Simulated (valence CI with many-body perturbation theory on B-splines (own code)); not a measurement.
**E1 line list for Pm48+**

Level of theory: relativistic CI+MBPT: three valence electrons over a frozen Dirac-Fock core [Ne], radial functions for each j: 11 s, 11 p, 9 d, 7 f, 5 g, 2 h, 1 i, with the one-electron correlation potential Σ1, the two-electron term Σ2, the three-electron term Σ3, Breit, model QED; selected CI, second order for the rest (own B-spline code, finite nucleus).

No measured spectrum was set against this ion. As an estimate, large intervals hold to a few tenths of a per cent, small ones and those within an open d or f shell to about a per cent.

Lines 101 to 150 of 272 in falling wavelength, among levels below 59.687 Ry, chosen from the strongest by gf and those to the six lowest levels. Wavelengths and rates use the calculated energies. Electric multipoles are in the length gauge, E1 and E2 with the static RPA response of the core. Weak lines are less certain than strong ones. Lines between different terms over intervals too small for the method are left out, as are lines whose strength nearly cancels. The highest levels of a list are the least certain.

Levels are named by their leading jj configuration (3d3/2^4 stands for four electrons in 3d with j = 3/2), which in mixed levels can hold well under half, so a name can repeat and another be missing. Letters in brackets count levels of one name in rising energy.

| λ vac (Å) | Upper | Lower | A (s⁻¹) | S (a.u.) with core polarisation | S without |
| --- | --- | --- | --- | --- | --- |
| 53.87 | (3s 3p1/2 3d5/2) J=5/2 [b] | (3s 3p1/2 3p3/2) J=3/2 [a] | 7.54e+09 | 3.49e-03 | 3.55e-03 |
| 52.95 | (3s 3p1/2 3d5/2) J=3/2 | (3s 3p1/2 3p3/2) J=3/2 [a] | 4.80e+10 | 1.41e-02 | 1.43e-02 |
| 51.41 | (3s 3p3/2 3d5/2) J=3/2 [b] | (3s 3p3/2^2) J=5/2 | 5.73e+10 | 1.54e-02 | 1.56e-02 |
| 51.22 | (3p1/2 3p3/2 3d3/2) J=5/2 [b] | (3s 3p1/2 3d5/2) J=3/2 | 3.06e+10 | 1.22e-02 | 1.24e-02 |
| 50.96 | (3s 3p3/2 3d5/2) J=5/2 [b] | (3s 3p3/2^2) J=5/2 | 7.34e+10 | 2.88e-02 | 2.93e-02 |
| 50.19 | (3s 3p1/2 3p3/2) J=3/2 [a] | (3s^2 3p1/2) J=1/2 | 1.74e+09 | 4.35e-04 | 4.43e-04 |
| 48.88 | (3p1/2 3p3/2 3d5/2) J=7/2 [a] | (3s 3p1/2 3d5/2) J=5/2 [b] | 2.71e+10 | 1.25e-02 | 1.27e-02 |
| 48.63 | (3s 3p3/2 3d5/2) J=5/2 [a] | (3s^2 3d5/2) J=5/2 | 1.42e+11 | 4.82e-02 | 4.91e-02 |
| 47.87 | (3p1/2 3p3/2 3d5/2) J=3/2 [a] | (3s 3p1/2 3d5/2) J=3/2 | 1.89e+11 | 4.10e-02 | 4.17e-02 |
| 47.67 | (3s 3p3/2^2) J=5/2 | (3s^2 3p3/2) J=3/2 | 2.33e+11 | 7.46e-02 | 7.59e-02 |
| 47.44 | (3p1/2 3p3/2^2) J=3/2 | (3s 3p1/2 3p3/2) J=1/2 | 3.25e+11 | 6.85e-02 | 6.97e-02 |
| 47.25 | (3p1/2 3p3/2 3d5/2) J=7/2 [a] | (3s 3p1/2 3d5/2) J=7/2 | 2.77e+10 | 1.15e-02 | 1.17e-02 |
| 46.90 | (3s 3p3/2 3d5/2) J=7/2 [a] | (3s^2 3d5/2) J=5/2 | 8.13e+10 | 3.31e-02 | 3.37e-02 |
| 46.78 | (3s 3p3/2 3d5/2) J=3/2 [a] | (3s^2 3d5/2) J=5/2 | 6.82e+10 | 1.38e-02 | 1.40e-02 |
| 46.71 | (3p1/2 3p3/2^2) J=5/2 | (3s 3p1/2 3p3/2) J=3/2 [b] | 2.20e+11 | 6.65e-02 | 6.76e-02 |
| 46.63 | (3p1/2 3p3/2 3d5/2) J=5/2 [a] | (3s 3p1/2 3d5/2) J=5/2 [b] | 1.74e+11 | 5.24e-02 | 5.33e-02 |
| 46.36 | (3p1/2 3p3/2 3d3/2) J=5/2 [a] | (3s 3p1/2 3d3/2) J=5/2 | 8.59e+10 | 2.53e-02 | 2.58e-02 |
| 46.16 | (3s 3p3/2 3d3/2) J=3/2 [b] | (3s^2 3d3/2) J=3/2 | 2.16e+11 | 4.20e-02 | 4.28e-02 |
| 46.03 | (3p1/2 3p3/2 3d5/2) J=9/2 | (3s 3p1/2 3d5/2) J=7/2 | 1.81e+11 | 8.72e-02 | 8.88e-02 |
| 46.00 | (3p1/2 3p3/2^2) J=3/2 | (3s 3p1/2 3p3/2) J=3/2 [b] | 1.06e+11 | 2.03e-02 | 2.06e-02 |
| 45.69 | (3p1/2 3p3/2 3d5/2) J=7/2 [a] | (3s 3p1/2 3d5/2) J=5/2 [a] | 2.75e+11 | 1.04e-01 | 1.06e-01 |
| 45.31 | (3p1/2 3p3/2 3d3/2) J=3/2 [a] | (3s 3p1/2 3d3/2) J=5/2 | 1.02e+11 | 1.87e-02 | 1.90e-02 |
| 45.24 | (3p1/2 3p3/2 3d3/2) J=3/2 [b] | (3s 3p1/2 3d3/2) J=3/2 [b] | 5.42e+10 | 9.92e-03 | 1.01e-02 |
| 45.14 | (3p1/2 3p3/2 3d5/2) J=5/2 [a] | (3s 3p1/2 3d5/2) J=7/2 | 6.79e+10 | 1.85e-02 | 1.88e-02 |
| 45.10 | (3p1/2 3p3/2 3d3/2) J=5/2 [b] | (3s 3p1/2 3d3/2) J=3/2 [b] | 2.47e+11 | 6.70e-02 | 6.82e-02 |
| 45.04 | (3p3/2^3) J=3/2 | (3s 3p3/2^2) J=3/2 | 9.25e+11 | 1.67e-01 | 1.70e-01 |
| 44.91 | (3p1/2 3p3/2 3d5/2) J=7/2 [b] | (3s 3p1/2 3d5/2) J=5/2 [b] | 4.81e+10 | 1.72e-02 | 1.75e-02 |
| 44.79 | (3p1/2 3p3/2 3d3/2) J=3/2 [b] | (3s 3p1/2 3d3/2) J=1/2 | 7.37e+10 | 1.31e-02 | 1.33e-02 |
| 44.71 | (3p1/2 3p3/2 3d3/2) J=5/2 [a] | (3s 3p1/2 3d3/2) J=3/2 [a] | 9.42e+10 | 2.49e-02 | 2.54e-02 |
| 44.61 | (3p1/2 3p3/2 3d3/2) J=7/2 | (3s 3p1/2 3d3/2) J=5/2 | 2.85e+11 | 9.98e-02 | 1.02e-01 |
| 44.59 | (3s 3p3/2 3d5/2) J=7/2 [b] | (3s^2 3d5/2) J=5/2 | 3.39e+11 | 1.19e-01 | 1.21e-01 |
| 44.56 | (3s 3p1/2 3p3/2) J=3/2 [b] | (3s^2 3p1/2) J=1/2 | 1.94e+11 | 3.38e-02 | 3.44e-02 |
| 44.52 | (3p1/2^2 3p3/2) J=3/2 | (3s 3p1/2^2) J=1/2 | 1.09e+11 | 1.90e-02 | 1.94e-02 |
| 44.25 | (3p1/2 3p3/2^2) J=1/2 | (3s 3p1/2 3p3/2) J=3/2 [b] | 4.27e+11 | 3.65e-02 | 3.71e-02 |
| 44.22 | (3s 3p3/2 3d5/2) J=5/2 [a] | (3s^2 3d3/2) J=3/2 | 6.95e+10 | 1.78e-02 | 1.81e-02 |
| 44.17 | (3p3/2^3) J=3/2 | (3s 3p3/2^2) J=1/2 | 2.34e+11 | 3.98e-02 | 4.05e-02 |
| 44.17 | (3p1/2 3p3/2 3d5/2) J=3/2 [a] | (3s 3p1/2 3d5/2) J=5/2 [a] | 1.08e+11 | 1.84e-02 | 1.87e-02 |
| 44.15 | (3p1/2 3p3/2 3d3/2) J=1/2 [b] | (3s 3p1/2 3d3/2) J=1/2 | 1.74e+11 | 1.47e-02 | 1.50e-02 |
| 43.84 | (3p1/2 3p3/2 3d5/2) J=1/2 | (3s 3p1/2 3d5/2) J=3/2 | 1.23e+11 | 1.03e-02 | 1.04e-02 |
| 43.80 | (3p1/2 3p3/2^2) J=5/2 | (3s 3p1/2 3p3/2) J=5/2 | 1.11e+11 | 2.77e-02 | 2.82e-02 |
| 43.73 | (3p1/2 3p3/2 3d3/2) J=3/2 [a] | (3s 3p1/2 3d3/2) J=3/2 [a] | 1.97e+11 | 3.26e-02 | 3.32e-02 |
| 43.68 | (3s 3p3/2 3d3/2) J=5/2 [b] | (3s^2 3d3/2) J=3/2 | 8.14e+11 | 2.01e-01 | 2.04e-01 |
| 43.52 | (3p1/2 3p3/2 3d5/2) J=7/2 [b] | (3s 3p1/2 3d5/2) J=7/2 | 8.02e+10 | 2.61e-02 | 2.66e-02 |
| 43.40 | (3p1/2 3p3/2 3d3/2) J=1/2 [a] | (3s 3p1/2 3d3/2) J=3/2 [a] | 3.97e+11 | 3.20e-02 | 3.26e-02 |
| 43.29 | (3s 3p3/2 3d3/2) J=1/2 [b] | (3s^2 3d3/2) J=3/2 | 7.34e+11 | 5.88e-02 | 5.99e-02 |
| 43.28 | (3s 3p1/2 3p3/2) J=1/2 | (3s^2 3p1/2) J=1/2 | 6.60e+11 | 5.28e-02 | 5.38e-02 |
| 43.21 | (3s 3p3/2^2) J=1/2 | (3s^2 3p3/2) J=3/2 | 4.73e+11 | 3.77e-02 | 3.83e-02 |
| 43.17 | (3p1/2 3p3/2^2) J=3/2 | (3s 3p1/2 3p3/2) J=5/2 | 5.36e+10 | 8.52e-03 | 8.67e-03 |
| 42.88 | (3p1/2 3p3/2 3d5/2) J=3/2 [b] | (3s 3p1/2 3d5/2) J=5/2 [b] | 2.65e+11 | 4.12e-02 | 4.20e-02 |
| 42.69 | (3s 3p3/2 3d5/2) J=3/2 [a] | (3s^2 3d3/2) J=3/2 | 8.62e+10 | 1.32e-02 | 1.35e-02 |
